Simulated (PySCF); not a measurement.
## C₆ coefficients of unlike pairs at CAM-B3LYP

Calculated with PySCF 2.14 from the dipole response of each species, C₆(A,B) = (3/π) ∫ α_A(iu) α_B(iu) du, in atomic units, from isotropic polarisabilities. For ions this is the dispersion term alone; charge-induced terms of lower order in 1/R come first.

| species | configuration | basis | relativity | α (bohr³) | C₆ (like pair) |
| --- | --- | --- | --- | --- | --- |
| S³⁺ | [Ne] 3s2 3p1 (2P) | aug-cc-pVTZ-DK (6s5p3d2f) | spin-free X2C | 5.247 | 13.81 |
| Br | [Ar] 3d10 4s2 4p5 (2P) | x2c-QZVPPall with one added diffuse shell each of s, p, d, f type (12s9p6d5f1g) | spin-free X2C | 21.40 | 172.1 |
| Cr³⁺ | [Ar] 3d3 (4F) | dyall-av2z (16s12p7d2f) | none | 2.021 | 5.007 |
| Cu³⁺ | [Ar] 3d8 (3F) | dyall-av2z (16s12p7d2f) | spin-free X2C | 1.542 | 3.359 |

Question: Estimate C₆ for Cu³⁺ with S³⁺.

Answer: The integral gives 5.914. The combination rule 2 C_A C_B / (C_A α_B/α_A + C_B α_A/α_B) gives 5.992 and the geometric mean 6.811.

No spin-orbit coupling is included.

The other pairs:

```tsv
pair	C₆
Cu³⁺, Cr³⁺	4.083
Br, S³⁺	48.43
Cu³⁺, Br	19.96
Cr³⁺, S³⁺	7.481
Cr³⁺, Br	25.31
```
